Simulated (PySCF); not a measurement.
# NMR data sheet: C$_{6}$H$_{11}$NSi

```yaml
Formula: C6H11NSi
SMILES: C#C[C@H](C)N([SiH3])C=C
InChI: InChI=1S/C6H11NSi/c1-4-6(3)7(8)5-2/h1,5-6H,2H2,3,8H3/t6-/m0/s1
Point_group_of_the_computed_structure: C1
Degrees_of_unsaturation: 3
Carbon_signals: 6
Proton_signals: 7
```

Bonds (- single, = double, # triple, : aromatic): C1#C2, C2-C3, C3-C4, C3-N5, N5-Si6, N5-C7, C7=C8. C1 carries H9; C3 carries H10; C4 carries H11, H12, H13; Si6 carries H14, H15, H16; C7 carries H17; C8 carries H18, H19. Stereochemistry as in C#C[C@H](C)N([SiH3])C=C. H18 is cis to N5; H19 is trans to N5.

Calculated, not measured (PySCF): coordinates at the GFN2-xTB level, shielding tensors at PBE0/pcSseg-1 (GIAO). Isolated molecule, no relativistic terms, one conformer, rapidly exchanging positions averaged.

δ = σ(ref) − σ, references computed at the same level: TMS for ¹H (31.72 ppm), ¹³C (186.93 ppm), ²⁹Si (349.16 ppm); NH3 for ¹⁵N (267.73 ppm).

| carbon | δC, type | δH (multiplicity) | HMBC from (2–3 bonds) | span of the C tensor (ppm) |
| --- | --- | --- | --- | --- |
| C1 | 80.1, CH | 1.84 (d) | H10 | 206 |
| C2 | 89.6, C | – | H10, H9, H11/H12/H13 | 305 |
| C3 | 51.6, CH | 4.02 (m) | H17, H14/H15/H16, H9, H11/H12/H13 | 46 |
| C4 | 27.4, CH3 | 1.33 (d) | H10 | 46 |
| C7 | 146.0, CH | 7.00 (m) | H14/H15/H16, H19, H18, H10 | 210 |
| C8 | 90.8, CH2 | H18 4.07 (m); H19 4.33 (m) | H17 | 157 |

Other nuclei:
| atoms | nucleus | environment | δ (ppm) | σ (ppm) |
| --- | --- | --- | --- | --- |
| H14/H15/H16 | ¹H | hydrogen on a silicon bonded to N | 4.65 | 27.07 |
| Si6 | ²⁹Si | silicon bonded to N, 3 H | -53.5 | 402.7 |
| N5 | ¹⁵N | enamine nitrogen | 82.1 | 185.7 |

Carbon types of the structure: 1 × C, 3 × CH, 1 × CH2, 1 × CH3, leaving 3 H on heteroatoms. δC 146.0: alkene carbon bearing nitrogen; an sp2 carbon further deshielded by the attached heteroatom. δC 90.8: β carbon of an enol-ether or enamine type C=C; the O or N lone pair pushes π density onto this β carbon and shields it. δC 89.6: alkyne carbon; the triple bond shields along its axis, which puts it between sp3 and sp2 carbons. δC 80.1: terminal alkyne carbon; the triple bond shields along its axis, which puts it between sp3 and sp2 carbons. δC 27.4: methyl carbon; saturated and bonded to C and H only.

Shifts are as computed. Against solution values, carbons near 30 ppm lie about +3 ppm off and those near 130 ppm about +5 ppm. Of 1211 compounds with measured shifts, 218 miss one by over three times the rms of a fit or turn the order of signals round; such compounds aren't used in these exercises. Experimental scales use liquid or dissolved standards, which lie at an offset from isolated NH3 (liquid NH3: subtract about 20 ppm). No couplings were computed; multiplicities are counted from neighbouring protons, with m where these are inequivalent, close in shift, in a saturated or five-membered ring or joined by F or P, and br s for small geminal =CH2 splittings.
